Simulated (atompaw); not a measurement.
What one change does to a pseudopotential (titanium (Ti), PAW (atompaw))

- Element: titanium (Ti)
- Generator: atompaw 4.2.0.5
- Type: PAW
- Functional: PBE
- Relativity: scalar-relativistic
- Frozen core: [Ar]
- Valence charge: 4
- Reference configuration: 3d2 4s2 4p0
- Partial waves: 4s (bound): rc 3.00 bohr; 4s channel at 0.05 Ry: rc 3.00 bohr; 4p (bound, empty): rc 3.00 bohr; 4p channel at 2.15 Ry: rc 3.00 bohr; 3d (bound): rc 2.20 bohr; 3d channel at 1.15 Ry: rc 2.20 bohr
- Local potential: troulliermartins scheme with l = 3 at 1 Ry, radius 2.80 bohr
- Core correction: smooth core density matched at 2.15 bohr
- Augmentation charge: gaussian compensation charge, radius 2.40 bohr; PAW radius 3.00 bohr; waves and projectors: custom polynom vanderbiltortho

Change: local potential troulliermartins scheme with l = 3 at 1 Ry, radius 2.60 bohr.

Cutoffs: the cutoffs (Ry, on a coarse ladder) from which the occupation-weighted sum of valence levels, in a spherical-Bessel basis at the reference potential, stays within 10 and 1 mRy of its value at 400 Ry; they do not see the model core or the augmentation charge, which bear on the density cutoff.

Q: What does the change do?

A: The potential gets neither clearly harder nor softer (18 Ry and 30 Ry → 18 Ry and 30 Ry); both files keep a bound ghost (s); the range in which the d phases agree widens (upper end 3.0 → 4.3).

| quantity | base | changed |
| --- | --- | --- |
| cutoff, loose | 18 Ry | 18 Ry |
| cutoff, tight | 30 Ry | 30 Ry |
| bound ghosts | s | s |
| s: phases at 3.02 bohr within 0.05 rad from the reference energy up to (Ry; the scan ends near 5) | 3.5 | 3.4 |
| p: phases at 3.02 bohr within 0.05 rad from the reference energy up to (Ry; the scan ends near 5) | 0.0 | 0.0 |
| d: phases at 3.02 bohr within 0.05 rad from the reference energy up to (Ry; the scan ends near 5) | 3.0 | 4.3 |
| lowest overlap eigenvalue by channel | s 0.07, p 0.33, d 0.94 | s 0.08, p 0.33, d 0.97 |

 A true bound ghost makes a file unfit for plane-wave use even where its test errors are small: the radial tests pick states by their node count and pass the ghost by. The cutoffs see the waves, projectors and local potential, not the compensation charge or the core.
